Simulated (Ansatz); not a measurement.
Born–Oppenheimer molecular dynamics of C2H5ClSSi (10 atoms, charge 0, multiplicity 1). It starts at the highest image of a converged band, a first-order saddle point between two minima.

Theory: RKS PBE0-D4/def2-SVP (Ansatz 0.2.0).

```
ensemble                      : NVE (velocity Verlet)
time step                     : 0.5 fs
steps asked                   : 200
starting velocities drawn for : 300 K
seed                          : 3663
```

First frame:

```xyz
10
Properties=species:S:1:pos:R:3
C -1.650 0.830 0.394
C -0.470 0.714 -0.229
Cl 0.541 2.121 -0.439
Si 0.136 -0.950 -0.903
S 2.252 -1.048 0.391
H -2.019 1.787 0.774
H -2.279 -0.055 0.530
H 1.026 -2.015 0.068
H 0.918 -0.628 -2.148
H 1.627 -0.806 1.565
```

(1) How far do the bonds stretch over the last three quarters of this one trajectory? (Pairs bonded in most of those frames.)

Results:

(1) 
```json
{"bond": "C1–C2", "mean (Å)": "1.340", "spread (Å)": "0.024", "shortest": "1.30", "longest": "1.38"}
{"bond": "C1–H6", "mean (Å)": "1.096", "spread (Å)": "0.020", "shortest": "1.06", "longest": "1.13"}
{"bond": "C1–H7", "mean (Å)": "1.097", "spread (Å)": "0.022", "shortest": "1.06", "longest": "1.14"}
{"bond": "C2–Cl3", "mean (Å)": "1.757", "spread (Å)": "0.042", "shortest": "1.70", "longest": "1.83"}
{"bond": "C2–Si4", "mean (Å)": "1.901", "spread (Å)": "0.054", "shortest": "1.82", "longest": "2.00"}
{"bond": "Si4–S5", "mean (Å)": "2.185", "spread (Å)": "0.079", "shortest": "2.05", "longest": "2.34"}
{"bond": "Si4–H8", "mean (Å)": "1.626", "spread (Å)": "0.173", "shortest": "1.33", "longest": "1.96"}
{"bond": "Si4–H9", "mean (Å)": "1.513", "spread (Å)": "0.054", "shortest": "1.43", "longest": "1.61"}
{"bond": "S5–H10", "mean (Å)": "1.359", "spread (Å)": "0.029", "shortest": "1.31", "longest": "1.41"}
```

Mean temperature of the second half: 1348 K. The conserved energy stayed within 0.31 meV per atom of its start (net change -0.3 meV per atom), so the integration is sound. The system heated up, since it started high on the potential surface and ran downhill. A run of 0.1 ps of so small a system gives no equilibrium averages. The orbitals stay closed-shell, which can raise the energy where a bond breaks towards radicals; this wasn't checked here.

The run took 8.5 min on 2 threads of Arm Neoverse V2 (shared host), peak memory 0.24 GiB.
